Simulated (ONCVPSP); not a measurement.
**In (Z = 49): one change to an ONCV potential, before and after**

ONCVPSP 4.0.1 input, shortened (lines: element, Z, core and valence counts, functional; n l f; lmax; l rc ep ncon nbas qcut; lloc lpopt rc5 dvloc0; l nproj debl; icmod fcfact rcfact), LDA (Perdew-Wang 92), scalar-relativistic:

```
  In 49.00    8    3  -001012      upf
    1    0    2.00
    2    0    2.00
    2    1    6.00
    3    0    2.00
    3    1    6.00
    3    2   10.00
    4    0    2.00
    4    1    6.00
    4    2   10.00
    5    0    2.00
    5    1    1.00
    2
    0    2.10    0.00    4    9    3.00
    1    2.20    0.00    5   10    3.80
    2    1.30    0.00    4    8    9.90
    4    5    1.05    0.00
    0    2    1.70
    1    1    0.80
    2    2    2.00
    3    5.25    1.10
```

All-electron outer shells of the reference configuration (LDA (PZ), scalar-relativistic, ld1.x):

```
shell  level (eV)  outermost node (bohr)  outermost maximum (bohr)
   4s     -119.46                   0.41                      0.77
   4p      -78.05                   0.42                      0.82
   4d      -18.71                   0.40                      0.94
   5s       -8.49                   1.02                      2.13
   5p       -2.70                   1.14                      2.85
```

Change: p: rc 2.36.

Cutoffs: the cutoffs (Ha) at which the residual kinetic energy of the hardest occupied pseudo-wave falls to 1 and 0.1 mHa per electron; they do not see the model core or the augmentation charge, which bear on the density cutoff. Errors are all-electron minus pseudo energies relative to the spin-unpolarised reference configuration.

What does the change do?

The potential gets neither clearly harder nor softer (39 Ha and 45 Ha → 39 Ha and 45 Ha); both files keep a bound ghost (p, s); the errors of the 3 common tests hardly move.

```tsv
quantity	base	changed
cutoff, loose	39 Ha	39 Ha
cutoff, tight	45 Ha	45 Ha
loose cutoff by channel	s 7.2 Ha, p 4.2 Ha, d 39 Ha	s 7.2 Ha, p 4.5 Ha, d 39 Ha
bound ghosts	s, p	s, p
GHOST(+) flags under 300 eV	s at 122.9 eV	s at 122.9 eV
tests with a reliable result	3 of 4	3 of 4
error for 4d10 5s2 5p0, meV [ΔE 5.59 eV]	-1.9	-2.0
error for 4d10 5s1 5p0, meV [ΔE 25.24 eV]	-4.8	-4.5
error for 4d9 5s2 5p2, meV [ΔE 18.21 eV]	-151	-157
s: phases at 2.14 bohr within 0.05 rad from the reference energy up to (Ha; the scan ends near 5)	3.2	3.2
d: phases at 1.32 bohr within 0.05 rad from the reference energy up to (Ha; the scan ends near 5)	to the end of the scan	to the end of the scan
rms error of d²Exc/dni dnj with the model core, mHa	2.39	2.39
```

 A true bound ghost makes a file unfit for plane-wave use even where its test errors are small: the radial tests pick states by their node count and pass the ghost by.
